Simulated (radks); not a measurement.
Results of a calculation; reference values are marked as such.
All-electron atom: Pd3+ in [Kr] 4d7.

Code: a radial shooting solver on a logarithmic mesh with Libxc functionals. Model: Dirac Kohn-Sham, BLYP, spin-unpolarised, spherical densities, finite nucleus; open shells fill j = l - 1/2 first; Fermi nuclear charge, rms radius 4.5318 fm.

Energy parts (eV):
part                       energy
total                 -137283.722
kinetic                143401.159
electron-nucleus      -331011.277
Hartree                 54230.077
exchange-correlation    -3903.681

Orbitals (lengths in bohr, moments of r in powers of bohr; <r^-3> diverges for s and p1/2; r(max) is where P^2 peaks; r(90%) holds 90 % of the orbital's charge):
[
 {"orbital": "1s1/2", "occ.": "2", "eigenvalue (eV)": "-24197.19", "<r>": "0.03185", "r(90%)": "0.0571", "<r^-3>": "-", "r(max)": "0.02065", "small-component weight": "2.83e-02"},
 {"orbital": "2s1/2", "occ.": "2", "eigenvalue (eV)": "-3567.674", "<r>": "0.1380", "r(90%)": "0.214", "<r^-3>": "-", "r(max)": "0.1169", "small-component weight": "5.91e-03"},
 {"orbital": "2p1/2", "occ.": "2", "eigenvalue (eV)": "-3312.659", "<r>": "0.1171", "r(90%)": "0.192", "<r^-3>": "-", "r(max)": "0.09049", "small-component weight": "5.92e-03"},
 {"orbital": "2p3/2", "occ.": "4", "eigenvalue (eV)": "-3153.178", "<r>": "0.1221", "r(90%)": "0.198", "<r^-3>": "3253", "r(max)": "0.09466", "small-component weight": "5.69e-03"},
 {"orbital": "3s1/2", "occ.": "2", "eigenvalue (eV)": "-676.9480", "<r>": "0.3791", "r(90%)": "0.559", "<r^-3>": "-", "r(max)": "0.3420", "small-component weight": "1.65e-03"},
 {"orbital": "3p1/2", "occ.": "2", "eigenvalue (eV)": "-576.3016", "<r>": "0.3712", "r(90%)": "0.560", "<r^-3>": "-", "r(max)": "0.3284", "small-component weight": "1.59e-03"},
 {"orbital": "3p3/2", "occ.": "4", "eigenvalue (eV)": "-548.5014", "<r>": "0.3821", "r(90%)": "0.575", "<r^-3>": "576.2", "r(max)": "0.3382", "small-component weight": "1.53e-03"},
 {"orbital": "3d3/2", "occ.": "4", "eigenvalue (eV)": "-370.1896", "<r>": "0.3556", "r(90%)": "0.564", "<r^-3>": "87.79", "r(max)": "0.2805", "small-component weight": "1.42e-03"},
 {"orbital": "3d5/2", "occ.": "6", "eigenvalue (eV)": "-364.6443", "<r>": "0.3591", "r(90%)": "0.569", "<r^-3>": "82.86", "r(max)": "0.2833", "small-component weight": "1.40e-03"},
 {"orbital": "4s1/2", "occ.": "2", "eigenvalue (eV)": "-125.7815", "<r>": "0.9374", "r(90%)": "1.36", "<r^-3>": "-", "r(max)": "0.8489", "small-component weight": "4.16e-04"},
 {"orbital": "4p1/2", "occ.": "2", "eigenvalue (eV)": "-94.3380", "<r>": "1.004", "r(90%)": "1.48", "<r^-3>": "-", "r(max)": "0.8885", "small-component weight": "3.63e-04"},
 {"orbital": "4p3/2", "occ.": "4", "eigenvalue (eV)": "-89.7208", "<r>": "1.033", "r(90%)": "1.52", "<r^-3>": "95.77", "r(max)": "0.9127", "small-component weight": "3.46e-04"},
 {"orbital": "4d3/2", "occ.": "4", "eigenvalue (eV)": "-41.7914", "<r>": "1.303", "r(90%)": "2.02", "<r^-3>": "9.344", "r(max)": "1.052", "small-component weight": "2.22e-04"},
 {"orbital": "4d5/2", "occ.": "3", "eigenvalue (eV)": "-41.2160", "<r>": "1.316", "r(90%)": "2.05", "<r^-3>": "8.747", "r(max)": "1.062", "small-component weight": "2.18e-04"}
]

The highest occupied level is 4d5/2 at -41.216 eV. For comparison, the ionisation energy in NIST's Atomic Spectra Database is 46 eV (theoretical). In exact Kohn-Sham theory the highest level is minus the ionisation energy, but local and semilocal functionals leave it too shallow, through self-interaction and a potential that decays too fast; potentials with the right tail come closer. Summed over all electrons, <r^2> = 26.35 bohr^2, which gives a Langevin (diamagnetic) susceptibility term of -20.9 x 10^-6 cm^3/mol. The density falls to 0.001 e/bohr^3 at r = 3.14 bohr.

Beside tabulated values, note that spin-unpolarised runs miss the spin-polarisation part of the exchange energy of open shells.
